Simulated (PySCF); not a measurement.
**Two-dimensional NMR puzzle**

Compound of formula C6H12O2. Correlations simulated from computed shifts and the bond graph:

HSQC (one-bond C–H):
| δH | δC |
| --- | --- |
| 5.59 | 115.0 |
| 5.29 | 115.0 |
| 4.96 | 100.3 |
| 4.02 | 74.3 |
| 3.51 | 56.7 |
| 1.81 | 22.6 |

COSY cross peaks (H two or three bonds apart, from the bond graph; peaks can be absent where the dihedral angle is near 90°):
| δH | δH |
| --- | --- |
| 5.59 | 5.29 |

HMBC (two and three bonds, from the bond graph):
| δH | δC |
| --- | --- |
| 5.59 | 148.7, 74.3, 22.6 |
| 5.29 | 148.7, 74.3, 22.6 |
| 4.96 | 74.3, 56.7 |
| 4.02 | 148.7, 115.0, 100.3, 22.6 |
| 3.51 | 100.3 |
| 1.81 | 148.7, 115.0, 74.3 |

Carbons without hydrogens: δ 148.7.

PySCF 2.14 calculation with GIAO PBE0/pcSseg-1 shieldings and geometry: GFN2-xTB; no solvent, single conformer, non-relativistic, one averaged value for each set of equivalent atoms.

Referencing at the same level of theory: ¹H (31.72 ppm) and ¹³C (186.93 ppm) against TMS.

Exchangeable hydrogens are left out of these lists.

Task: Assemble the structure.

Result: SMILES C=C(C)COCOC.

Atom-mapped SMILES (the numbers label the heavy atoms): `[CH2:1]=[C:2]([CH3:3])[CH2:4][O:5][CH2:6][O:7][CH3:8]`. Hydrogens are named by the atom that carries them. Ha(C1) is cis to C3; Hb(C1) is trans to C3.

δC 148.7 is C2, a fully substituted alkene carbon. δC 115.0 is C1, a terminal =CH2 carbon (δH 5.59, 5.29). δC 100.3 is C6, an sp3 carbon bearing two oxygens (δH 4.96). δC 74.3 is C4, an allylic sp3 CH2 bonded to O (δH 4.02). δC 56.7 is C8, a methyl carbon bonded to O (δH 3.51). δC 22.6 is C3, an allylic methyl carbon (δH 1.81). HMBC from δH 5.59 reaches the proton-free carbon C2. HMBC from δH 5.29 reaches the proton-free carbon C2. HMBC from δH 4.02 reaches the proton-free carbon C2. HMBC from δH 1.81 reaches the proton-free carbon C2. COSY links 5.59–5.29.

The data come from this structure; uniqueness wasn't tested.

Shifts are as computed. Against solution values, carbons near 30 ppm lie about +3 ppm off and those near 130 ppm about +5 ppm. Of 1211 compounds with measured shifts, 218 miss one by over three times the rms of a fit or turn the order of signals round; such compounds aren't used in these exercises.
